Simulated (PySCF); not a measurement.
## Gas-phase thermal properties of InCl2

Computed with PySCF (xtb for GFN2) and rigid-rotor harmonic-oscillator thermochemistry at 1 bar. Open shells (unrestricted): InCl2 (multiplicity 2). GFN2 has no spin-polarisation term. In: scalar-relativistic def2 core potential, no spin-orbit coupling. InCl2: computed as isolated molecules; such fragments, hydroxides, amides, oligomers or adducts are transient or little studied in the gas. The harmonic model lacks anharmonicity and excited electronic states, which grow with temperature; levels with a mode under 35 cm⁻¹ are left out. Soft modes under 120 cm⁻¹ make the harmonic entropy rough for InCl2.

```tsv
level	point group	σ	ZPE (kJ/mol)	S°298 (J/mol/K)	Cp298 (J/mol/K)	S°1000 (J/mol/K)	H1000 − H298 (kJ/mol)
GFN2-xTB	C2v	2	3.2	321.8	56.4	391.3	40.5
PBE/def2-SVP	C2v	2	4.2	316.2	55.2	385.2	40.2
PBE0/def2-TZVP	C2v	2	4.5	314.0	54.9	382.9	40.1
```
σ: rotational symmetry number. Electronic degeneracy used: 2. Frequencies are unscaled.
